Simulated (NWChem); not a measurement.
System: CH3Cl2OSb; SMILES C[O][Sb]([Cl])[Cl]

Excerpt of the output:

```
             Northwest Computational Chemistry Package (NWChem) 7.3.0
             --------------------------------------------------------

 CS  symmetry detected

                             Geometry "geometry" -> ""
                             -------------------------

 Output coordinates in angstroms (scale by  1.889725989 to convert to a.u.)

  No.       Tag          Charge          X              Y              Z
 ---- ---------------- ---------- -------------- -------------- --------------
    1 Sb                  51.0000     0.15402028     0.67650926     0.00000000
    2 Cl                  17.0000     0.80325097    -0.76689574    -1.77657957
    3 Cl                  17.0000     0.80325097    -0.76689574     1.77657957
    4 O                    8.0000    -1.75989352     0.25676529     0.00000000
    5 C                    6.0000    -2.28969832    -1.04807710     0.00000000
    6 H                    1.0000    -1.98046562    -1.61498334     0.89525913
    7 H                    1.0000    -1.98046562    -1.61498334    -0.89525913
    8 H                    1.0000    -3.38729810    -0.96320993     0.00000000

 Effective nuclear repulsion energy (a.u.)     738.6536378944

      Symmetry information
      --------------------

 Group name             Cs
 Group number              2
 Group order               2
 No. of unique centers     6

                                 NWChem DFT Module
                                 -----------------

 Summary of "ao basis" -> "ao basis" (spherical)
 ------------------------------------------------------------------------------
       Tag                 Description            Shells   Functions and Types
 ---------------- ------------------------------  ------  ---------------------
 Sb                         def2-svp                10       26   4s4p2d
 Cl                         def2-svp                 8       18   4s3p1d
 O                          def2-svp                 6       14   3s2p1d
 C                          def2-svp                 6       14   3s2p1d
 H                          def2-svp                 3        5   2s1p

      Symmetry analysis of basis
      --------------------------

        a'         65
        a"         40

            General Information
            -------------------
          SCF calculation type: DFT
          Wavefunction type:  closed shell.
          No. of atoms     :     8
          No. of electrons :    74
           Alpha electrons :    37
            Beta electrons :    37
          Charge           :     0
          Spin multiplicity:     1
          Use of symmetry is: on ; symmetry adaption is: on
          Maximum number of iterations: 150
          AO basis - number of functions:   105
                     number of shells:    47
          Convergence on energy requested:  1.00D-06
          Convergence on density requested:  1.00D-05
          Convergence on gradient requested:  5.00D-04

              XC Information
              --------------
                         PBE0 Method XC Functional
                     Hartree-Fock (Exact) Exchange  0.250
          PerdewBurkeErnzerhof Exchange Functional  0.750
            Perdew 1991 LDA Correlation Functional  1.000 local
           PerdewBurkeErnz. Correlation Functional  1.000 non-local

             Grid Information
             ----------------
          Grid used for XC integration:  medium
          Radial quadrature: Mura-Knowles
          Angular quadrature: Lebedev.
          Tag              B.-S. Rad. Rad. Pts. Rad. Cut. Ang. Pts.
          ---              ---------- --------- --------- ---------
          Sb                  1.45      123          11.0       590
          Cl                  1.00       88          11.0       590
          O                   0.60       49           9.0       434
          C                   0.70       49          10.0       434
          H                   0.35       45          11.0       434
          Grid pruning is: on
          Number of quadrature shells:   399
          Spatial weights used:  Erf1

      Superposition of Atomic Density Guess
      -------------------------------------

 Sum of atomic energies:       -1310.07315418

      Non-variational initial energy
      ------------------------------

 Total energy =   -1272.800683
 1-e energy   =   -2690.144435
 2-e energy   =     993.536028
 HOMO         =      -0.313955
 LUMO         =       0.007489

      Symmetry analysis of molecular orbitals - initial
      -------------------------------------------------

  Numbering of irreducible representations:

     1 a'          2 a"

  Orbital symmetries:

     1 a'          2 a"          3 a'          4 a'          5 a'
     6 a"          7 a'          8 a"          9 a'         10 a"
    11 a"         12 a'         13 a'         14 a'         15 a"
    16 a'         17 a'         18 a"         19 a'         20 a"
    21 a'         22 a'         23 a'         24 a"         25 a'
    26 a'         27 a"         28 a'         29 a'         30 a"
    31 a'         32 a'         33 a"         34 a"         35 a'
    36 a"         37 a'         38 a'         39 a"         40 a'
    41 a'         42 a'         43 a"         44 a'         45 a'
    46 a"         47 a'

   convergence    iter        energy       DeltaE   RMS-Dens  Diis-err
 ---------------- ----- ----------------- --------- --------- ---------
 d= 0,ls=0.0,diis     1  -1274.9528238690 -1.70D+03  1.89D-02  7.86D-01
 d= 0,ls=0.0,diis     2  -1274.8307362417  1.22D-01  1.00D-02  1.93D+00
 d= 0,ls=0.0,diis     3  -1275.0562204632 -2.25D-01  2.66D-03  7.04D-02
 d= 0,ls=0.0,diis     4  -1275.0607448105 -4.52D-03  1.29D-03  2.43D-02
 d= 0,ls=0.0,diis     5  -1275.0639362710 -3.19D-03  1.62D-04  3.39D-04
  Resetting Diis
 d= 0,ls=0.0,diis     6  -1275.0639751219 -3.89D-05  4.46D-05  2.85D-05
 d= 0,ls=0.0,diis     7  -1275.0639788762 -3.75D-06  1.77D-05  1.29D-06
 d= 0,ls=0.0,diis     8  -1275.0639788445  3.17D-08  9.55D-06  1.62D-06

         Total DFT energy =    -1275.063978844500
      One electron energy =    -2692.170248445031
           Coulomb energy =     1083.963733439936
    Exchange-Corr. energy =      -90.665187433283
 Nuclear repulsion energy =      423.807723593878

 Numeric. integr. density =       73.999987699002

                  Occupations of the irreducible representations
                  ----------------------------------------------

                     irrep           alpha         beta
                     --------     --------     --------
                     a'               23.0         23.0
                     a"               14.0         14.0

                       DFT Final Molecular Orbital Analysis
                       ------------------------------------

 Vector   35  Occ=2.000000D+00  E=-3.240072D-01  Symmetry=a"
              MO Center=  6.9D-01, -7.1D-01, -2.5D-10, r^2= 4.5D+00
   Bfn.  Coefficient  Atom+Function         Bfn.  Coefficient  Atom+Function
  ----- ------------  ---------------      ----- ------------  ---------------
    39      0.402610  2 Cl pz                57      0.402610  3 Cl pz
    36      0.291668  2 Cl pz                54      0.291668  3 Cl pz
    38     -0.199937  2 Cl py                56      0.199937  3 Cl py
    33      0.169909  2 Cl pz                51      0.169909  3 Cl pz
    35     -0.151499  2 Cl py                53      0.151499  3 Cl py

 Vector   36  Occ=2.000000D+00  E=-3.071012D-01  Symmetry=a'
              MO Center=  1.5D-01,  1.3D-02,  1.5D-11, r^2= 5.0D+00
   Bfn.  Coefficient  Atom+Function         Bfn.  Coefficient  Atom+Function
  ----- ------------  ---------------      ----- ------------  ---------------
    38     -0.346778  2 Cl py                56     -0.346778  3 Cl py
     3      0.326845  1 Sb s                 12      0.290101  1 Sb py
     4      0.261009  1 Sb s                 35     -0.239255  2 Cl py
    53     -0.239255  3 Cl py                66     -0.235427  4 O  px
    69     -0.190154  4 O  px                 1     -0.148501  1 Sb s

 Vector   37  Occ=2.000000D+00  E=-3.063191D-01  Symmetry=a"
              MO Center= -1.5D+00, -2.9D-01,  2.9D-12, r^2= 2.6D+00
   Bfn.  Coefficient  Atom+Function         Bfn.  Coefficient  Atom+Function
  ----- ------------  ---------------      ----- ------------  ---------------
    68      0.522017  4 O  pz                71      0.411840  4 O  pz
    91     -0.205626  6 H  s                 96      0.205626  7 H  s
    82     -0.204283  5 C  pz                38      0.139153  2 Cl py
    56     -0.139153  3 Cl py                92     -0.124327  6 H  s
    97      0.124327  7 H  s                 37     -0.095096  2 Cl px

 Vector   38  Occ=0.000000D+00  E=-5.622977D-02  Symmetry=a'
              MO Center=  3.1D-01,  5.1D-01,  9.2D-14, r^2= 3.9D+00
   Bfn.  Coefficient  Atom+Function         Bfn.  Coefficient  Atom+Function
  ----- ------------  ---------------      ----- ------------  ---------------
    14      0.541945  1 Sb px                15     -0.439599  1 Sb py
    11      0.418477  1 Sb px                12     -0.368974  1 Sb py
    39     -0.326060  2 Cl pz                57      0.326060  3 Cl pz
     3      0.282245  1 Sb s                 65      0.274967  4 O  s
    30     -0.205302  2 Cl s                 48     -0.205302  3 Cl s

 Vector   39  Occ=0.000000D+00  E=-5.289491D-02  Symmetry=a"
              MO Center=  1.6D-01,  6.1D-01, -5.3D-14, r^2= 3.9D+00
   Bfn.  Coefficient  Atom+Function         Bfn.  Coefficient  Atom+Function
  ----- ------------  ---------------      ----- ------------  ---------------
    16      0.721996  1 Sb pz                13      0.558083  1 Sb pz
    38      0.296348  2 Cl py                56     -0.296348  3 Cl py
    30      0.234944  2 Cl s                 48     -0.234944  3 Cl s
    10     -0.191954  1 Sb pz                68     -0.169564  4 O  pz
    71     -0.167067  4 O  pz                39      0.157679  2 Cl pz

 Vector   40  Occ=0.000000D+00  E=-2.120497D-02  Symmetry=a'
              MO Center=  9.1D-02,  3.3D-01, -3.6D-14, r^2= 4.0D+00
   Bfn.  Coefficient  Atom+Function         Bfn.  Coefficient  Atom+Function
  ----- ------------  ---------------      ----- ------------  ---------------
     3      0.600080  1 Sb s                 14     -0.575090  1 Sb px
    15     -0.484718  1 Sb py                65     -0.420885  4 O  s
    12     -0.364200  1 Sb py                69     -0.298861  4 O  px
    66     -0.280369  4 O  px                11     -0.248551  1 Sb px
    39     -0.215766  2 Cl pz                57      0.215766  3 Cl pz

     Multipole analysis of the density
     ---------------------------------

     L   x y z        total         alpha         beta         nuclear
     -   - - -        -----         -----         ----         -------
     0   0 0 0     -0.000000    -37.000000    -37.000000     74.000000

     1   1 0 0     -0.212086      3.968743      3.968743     -8.149572
     1   0 1 0      0.663881     18.229780     18.229780    -35.795680
     1   0 0 1      0.000000      0.000000      0.000000      0.000000

     2   2 0 0    -46.050103   -198.070075   -198.070075    350.090048
     2   1 1 0      3.409045     -1.679673     -1.679673      6.768390
     2   1 0 1     -0.000000     -0.000000     -0.000000      0.000000
     2   0 2 0    -44.537981   -100.448543   -100.448543    156.359106
     2   0 1 1      0.000000      0.000000      0.000000      0.000000
     2   0 0 2    -49.322038   -219.132195   -219.132195    388.942352

                                 NWChem DFT Module
                                 -----------------

      Symmetry analysis of basis
      --------------------------

        a'         65
        a"         40

            General Information
            -------------------
          SCF calculation type: DFT
          Wavefunction type:  spin polarized.
          No. of atoms     :     8
          No. of electrons :    73
           Alpha electrons :    37
            Beta electrons :    36
          Charge           :     1
          Spin multiplicity:     2
          Use of symmetry is: on ; symmetry adaption is: on
          Maximum number of iterations: 150
          AO basis - number of functions:   105
                     number of shells:    47
          Convergence on energy requested:  1.00D-06
          Convergence on density requested:  1.00D-05
          Convergence on gradient requested:  5.00D-04

              XC Information
              --------------
                         PBE0 Method XC Functional
                     Hartree-Fock (Exact) Exchange  0.250
          PerdewBurkeErnzerhof Exchange Functional  0.750
            Perdew 1991 LDA Correlation Functional  1.000 local
           PerdewBurkeErnz. Correlation Functional  1.000 non-local

             Grid Information
             ----------------
          Grid used for XC integration:  medium
          Radial quadrature: Mura-Knowles
          Angular quadrature: Lebedev.
          Tag              B.-S. Rad. Rad. Pts. Rad. Cut. Ang. Pts.
          ---              ---------- --------- --------- ---------
          Sb                  1.45      123          11.0       590
          Cl                  1.00       88          11.0       590
          O                   0.60       49           9.0       434
          C                   0.70       49          10.0       434
          H                   0.35       45          11.0       434
          Grid pruning is: on
          Number of quadrature shells:   399
          Spatial weights used:  Erf1

      Superposition of Atomic Density Guess
      -------------------------------------

 Sum of atomic energies:       -1310.07315418

 Renormalizing density from      74.00 to     73

      Non-variational initial energy
      ------------------------------

 Total energy =   -1263.118270
 1-e energy   =   -2653.791131
 2-e energy   =     966.865137
 HOMO         =      -0.575733
 LUMO         =      -0.249567

   Symmetry analysis of molecular orbitals - initial alpha
   -------------------------------------------------------

  Numbering of irreducible representations:

     1 a'          2 a"

  Orbital symmetries:

     1 a'          2 a"          3 a'          4 a'          5 a'
     6 a"          7 a'          8 a"          9 a'         10 a"
    11 a'         12 a"         13 a'         14 a'         15 a"
    16 a'         17 a'         18 a"         19 a'         20 a"
    21 a'         22 a'         23 a'         24 a"         25 a'
    26 a'         27 a'         28 a"         29 a'         30 a"
    31 a'         32 a'         33 a"         34 a"         35 a'
    36 a"         37 a'         38 a'         39 a"         40 a'
    41 a'         42 a'         43 a"         44 a'         45 a'
    46 a"         47 a'

   Symmetry analysis of molecular orbitals - initial beta
   ------------------------------------------------------

  Numbering of irreducible representations:

     1 a'          2 a"

  Orbital symmetries:

     1 a'          2 a"          3 a'          4 a'          5 a'
     6 a"          7 a'          8 a"          9 a'         10 a"
    11 a'         12 a"         13 a'         14 a'         15 a"
    16 a'         17 a'         18 a"         19 a'         20 a"
    21 a'         22 a'         23 a'         24 a"         25 a'
    26 a'         27 a'         28 a"         29 a'         30 a"
    31 a'         32 a'         33 a"         34 a"         35 a'
    36 a"         37 a'         38 a'         39 a"         40 a'
    41 a'         42 a'         43 a"         44 a'         45 a'
    46 a"         47 a'

[...]
```

Level: PBE0/def2-SVP with def2 effective core potentials on Sb, vertical spin-unrestricted ions. All runs use the structure optimised with PBE0/def2-SVP. Not confirmed as a minimum by frequencies. def2 effective core potentials on Sb; no spin-orbit coupling.

**Question.** Write an input that gives this output.

**Answer.** This is not unique; one that fits is the input that was run:
```
start job
memory heap 200 mb stack 900 mb global 1100 mb
geometry units angstroms noautoz
  Sb     0.188543    -0.000999     0.676670
  Cl     0.833231    -1.778966    -0.767032
  Cl     0.846660     1.774167    -0.764479
  O     -1.724722     0.006516     0.254045
  C     -2.252553     0.009838    -1.051593
  H     -1.938502     0.904120    -1.617385
  H     -1.946435    -0.886381    -1.618681
  H     -3.350269     0.014710    -0.968378
end
basis spherical
  * library def2-svp
end
ecp
  Sb library def2-ecp
end
dft
  xc pbe0
  iterations 150
  vectors input atomic output neutral.movecs
end
task dft energy
charge 1
dft
  odft
  mult 2
  vectors input atomic output cation.movecs
end
task dft energy
```
